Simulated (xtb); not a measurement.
MoOF3, SMILES [F][Mo+]([F])(=[O])[F], charge +1, multiplicity 1. All values are semi-empirical tight-binding results from xtb (GFN2-xTB unless named), good for trends rather than for accurate numbers. Geometry optimised at GFN2-xTB. The multiplicity is an assumed one; other spin states were not compared. The isomer is the one that the SMILES or the coordinates give; other isomers of the formula were not compared.

Optimised geometry:

Bonds (Å): Mo1–O2 1.620, Mo1–F3 1.711, Mo1–F4 1.711, Mo1–F5 1.711. Bond angles (°): O2–Mo1–F3 107.9, O2–Mo1–F4 107.9, O2–Mo1–F5 107.9, F3–Mo1–F4 111.0, F3–Mo1–F5 111.0, F4–Mo1–F5 111.0.
Charge +1, spin multiplicity 1.

For metal compounds this method's bond lengths and energies can be far off.

```yaml
point_group_as_xtb_finds_it: C3v
orbital_gap: 4.37 eV
zero_point_energy: 5.7 kcal/mol
G − E(el) at 298.15 K (modified RRHO): -12.8 kcal/mol
```

Computed atomic charges and the Wiberg bond orders between heavy atoms:
charges (e) Mo1 1.46, O2 -0.22, F3 -0.08, F4 -0.08, F5 -0.08. Bond orders Mo1–O2 2.42, Mo1–F3 1.39, Mo1–F4 1.39, Mo1–F5 1.39.
